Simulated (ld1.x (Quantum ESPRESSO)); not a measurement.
**Plane-wave convergence, PAW potential for P (Z = 15)**

* Element: P
* Generator: ld1.x (Quantum ESPRESSO) 7.5
* Type: PAW
* Functional: PBE
* Relativity: scalar-relativistic
* Frozen core: [Ne]
* Valence charge: 5
* Reference configuration: 3s2 3p1 (charge +2)
* Partial waves: 3s (bound): rcut 1.40, rcutus 1.75 bohr; 3s channel at 1.8 Ry: rcut 1.40, rcutus 1.75 bohr; 3p (bound): rcut 1.25, rcutus 1.45 bohr; 3p channel at -1.45 Ry: rcut 1.25, rcutus 1.45 bohr; 3d channel at 0.25 Ry: rcut 1.15, rcutus 1.60 bohr; 3d channel at 1.55 Ry: rcut 1.15, rcutus 1.60 bohr
* Local potential: all-electron potential smoothed inside 1.50 bohr (lloc = -1)
* Core correction: Bessel-smoothed model core inside 1.42 bohr
* Augmentation charge: PSQ, inside the norm-conserving radii

The pseudo-atom Hamiltonian at the reference potential is diagonalised in spherical Bessel functions j_l(qr) that vanish at 20 bohr, with q² up to the cutoff. All-electron valence levels (Ry): 3s -2.4957, 3p -1.7842.

Task: How do the lowest levels (Ry) of each channel move with the cutoff, and are there ghosts?

Result:

```csv
cutoff (Ry),s #1,s #2,p #1,d #1,f #1,f #2,Σ f·Δε (mRy)
8,-2.4945,-0.7920,-1.7766,-0.7936,-0.2915,-0.1664,10.2
10,-2.4951,-0.7931,-1.7824,-0.8152,-0.2917,-0.1666,3.2
12,-2.4954,-0.7942,-1.7832,-0.8332,-0.2918,-0.1667,1.7
15,-2.4954,-0.7947,-1.7833,-0.8480,-0.2919,-0.1668,1.6
18,-2.4955,-0.7950,-1.7836,-0.8646,-0.2919,-0.1668,1.2
21,-2.4956,-0.7951,-1.7838,-0.8720,-0.2919,-0.1668,0.7
25,-2.4957,-0.7951,-1.7841,-0.8770,-0.2919,-0.1668,0.3
30,-2.4957,-0.7951,-1.7841,-0.8808,-0.2919,-0.1668,0.2
400,-2.4958,-0.7951,-1.7842,-0.8827,-0.2919,-0.1668,0.0
```

Result: no extra level below or beside the all-electron valence levels (s, p, d, f tested); 10 mRy is reached at 10 Ry and 1 mRy at 21 Ry.
